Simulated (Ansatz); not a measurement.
**GaNH6 (SMILES [NH3+][GaH3-]): name the method**

The species is GaNH6 (8 atoms), meant as a singlet with charge 0. SMILES: `[NH3+][GaH3-]`. Geometry: relaxed at PBE0-D4/def2-TZVP.

| atom | x (Å) | y (Å) | z (Å) |
| --- | --- | --- | --- |
| N | -0.3133 | -0.1536 | -0.9702 |
| Ga | 0.3672 | 0.1532 | 1.0475 |
| H | -0.3345 | 0.7232 | -1.4780 |
| H | -1.2474 | -0.5466 | -0.9770 |
| H | 0.3023 | -0.7904 | -1.4625 |
| H | -0.7552 | 1.1645 | 1.5156 |
| H | 1.8002 | 0.7362 | 0.7188 |
| H | 0.2730 | -1.3435 | 1.5501 |

Orbital energies are those of the mean-field step.

A calculation with Ansatz 0.2.0 gave:

```json
{
  "total energy": "-1982.9857 Eh",
  "dipole moment": "5.30 D",
  "HOMO energy": "-7.21 eV",
  "LUMO energy": "-0.24 eV",
  "HOMO–LUMO gap": "6.97 eV",
  "largest force": "0.241 eV/Å"
}
```

Task: Which of these levels gave the numbers?
A. CCSD(T)/def2-TZVP (density fitting with cc-pVTZ-jkfit, cc-pVTZ-rifit for correlation)
B. B3LYP/6-31G* (Cartesian functions)
C. B3LYP/6-31G* (spherical functions)
D. HF/def2-SVP

Result: B. The others give -1980.8990 Eh (HF/def2-SVP), -1982.9798 Eh (B3LYP/6-31G* (spherical functions)), -1981.7225 Eh (CCSD(T)/def2-TZVP (density fitting with cc-pVTZ-jkfit, cc-pVTZ-rifit for correlation)).
